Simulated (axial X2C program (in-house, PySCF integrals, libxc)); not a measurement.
# Photoelectron levels of SnSe by EOM-IP-CCSD

Calculated with an axial X2C code built on PySCF integrals: two-component X2C with atomic mean-field Coulomb and Gaunt terms, Gaussian nuclei, basis Sn dyall-cv3z, Se dyall-cv3z with contracted cores.

R = 2.434 Å (1.045 times 2.329 Å, the PBE0 minimum at charge 0 for the lowest determinant).

Vertical ionisation energies of SnSe to the states of SnSe⁺:

```json
{"Ω of SnSe⁺": "3/2", "vertical IE (eV)": "8.647", "above lowest (cm⁻¹)": "0", "ionised spinor": "77% Se pπ, 17% Sn pπ", "one-hole weight": "0.94"}
{"Ω of SnSe⁺": "1/2", "vertical IE (eV)": "8.876", "above lowest (cm⁻¹)": "1850", "ionised spinor": "75% Se pπ, 18% Sn pπ", "one-hole weight": "0.94"}
{"Ω of SnSe⁺": "1/2", "vertical IE (eV)": "9.365", "above lowest (cm⁻¹)": "5794", "ionised spinor": "47% Se pσ, 37% Sn pσ, 11% Sn sσ", "one-hole weight": "0.95"}
{"Ω of SnSe⁺": "1/2", "vertical IE (eV)": "13.849", "above lowest (cm⁻¹)": "41958", "ionised spinor": "65% Sn sσ, 21% Se pσ, 8% Se sσ", "one-hole weight": "0.70"}
```

Question: Take the first Ω = 1/2 and Ω = 3/2 rows of π character: how far apart are they, and which lies lower?

Answer: E(3/2) − E(1/2) = 0 − 1850 = -1850 cm⁻¹ at EOM-IP-CCSD: inverted, Ω = 3/2 lower. Splittings at this level can be off by ten to twenty per cent.

This point took 34 s on 1 thread of Arm Neoverse N1, with other jobs on the host.

Reference electrons by ω block (each with its −ω partner): 1/2: 27, 3/2: 12, 5/2: 3. 20 electrons of SnSe correlated (inner shells frozen), 82 natural virtual spinors (a truncated set); levels can be off by some tenths of an eV. Roots sought by Ω: (1/2: 4, 3/2: 3, 5/2: 1); the list ends where they run out and leaves out roots under 60 % one-particle weight. The solver can skip a root, and states that need a further excitation, which the method places far too high, are missing though they may lie low or lowest. T1 of the reference 0.024 (Lee–Taylor). Number of frozen shells: Sn 4 s, 3 p, 1 d; Se 3 s, 2 p, 1 d.
